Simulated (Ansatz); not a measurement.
One change: `[NH]=[Nb]([Cl])([Cl])[Cl]` becomes `[NH]=[Ta]([Cl])([Cl])[Cl]`.

Ansatz, PBE0-D4/def2-TZVP geometries, multiplicity 1. Each molecule was computed in one conformer, which needn't be the lowest.

Elements past krypton have def2 core potentials.

```json
{"property": "HOMO–LUMO gap (PBE0/def2-TZVPP) / eV", "`[NH]=[Nb]([Cl])([Cl])[Cl]`": "6.01"}
{"property": "HOMO energy (ωB97M-V/def2-TZVPP) / eV", "`[NH]=[Nb]([Cl])([Cl])[Cl]`": "-11.03"}
{"property": "ideal-gas entropy at 298 K and 1 bar (rigid rotor, harmonic PBE0-D4/def2-TZVP) / J/(mol·K)", "`[NH]=[Nb]([Cl])([Cl])[Cl]`": "363"}
{"property": "size of the dipole moment (PBE/def2-TZVPP) / D", "`[NH]=[Nb]([Cl])([Cl])[Cl]`": "1.46"}
{"property": "HOMO–LUMO gap (PBE/def2-TZVPP) / eV", "`[NH]=[Nb]([Cl])([Cl])[Cl]`": "3.91"}
{"property": "HOMO–LUMO gap (ωB97M-V/def2-TZVPP) / eV", "`[NH]=[Nb]([Cl])([Cl])[Cl]`": "10.31"}
```

Task: What does the change do to each property? (An estimate is asked.)

Result: Computed: 
| property | `[NH]=[Ta]([Cl])([Cl])[Cl]` | shift |
| --- | --- | --- |
| HOMO–LUMO gap (PBE0/def2-TZVPP) / eV | 6.28 | 0.27 |
| HOMO energy (ωB97M-V/def2-TZVPP) / eV | -10.82 | 0.21 |
| ideal-gas entropy at 298 K and 1 bar (rigid rotor, harmonic PBE0-D4/def2-TZVP) / J/(mol·K) | 369 | 6 |
| size of the dipole moment (PBE/def2-TZVPP) / D | 1.01 | -0.45 |
| HOMO–LUMO gap (PBE/def2-TZVPP) / eV | 4.16 | 0.25 |
| HOMO–LUMO gap (ωB97M-V/def2-TZVPP) / eV | 10.60 | 0.29 |

With PBE0 the HOMO rises by 0.21 eV and the LUMO rises by 0.49 eV, so the gap widens by about 0.28 eV. PBE moves the HOMO by 0.19 eV and ωB97M-V by 0.21 eV. Dipoles are sizes alone; their direction can turn.
